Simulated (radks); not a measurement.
The numbers below are computed, except where a source is named.
All-electron atom: Sc4+ in [Ne] 3s2 3p5. Code: a radial shooting solver on a logarithmic mesh with Libxc functionals. Model: scalar-relativistic Kohn-Sham, SCAN, spin-polarised, spherical densities, finite nucleus; open shells are filled with parallel spins first; meta-GGA in the generalised Kohn-Sham scheme; Fermi nuclear charge, rms radius 3.5459 fm. Some entries of the table are withheld. Estimate them.

orbital  occ.  eigenvalue (hartree)  r(max) (bohr)  <r^2> (bohr^2)
1s up       1             -164.4023        0.04782        0.007183
1s down     1             -164.3834        0.04781        0.007181
2s up       1             -19.76831         0.2829          0.1385
2s down     1             -19.75874         0.2830          0.1384
2p up       3                   (1)         0.2322          0.1162
2p down     3                   (2)         0.2324          0.1162
3s up       1              -3.98574         0.9094             (3)
3s down     1              -3.90891         0.9111             (4)
3p up       3              -3.12589         0.9394           1.370
3p down     2              -3.05154         0.9414           1.387

Answer. 
(1) 2p up eigenvalue (hartree): -16.52541
(2) 2p down eigenvalue (hartree): -16.50614
(3) 3s up <r^2> (bohr^2): 1.217
(4) 3s down <r^2> (bohr^2): 1.228
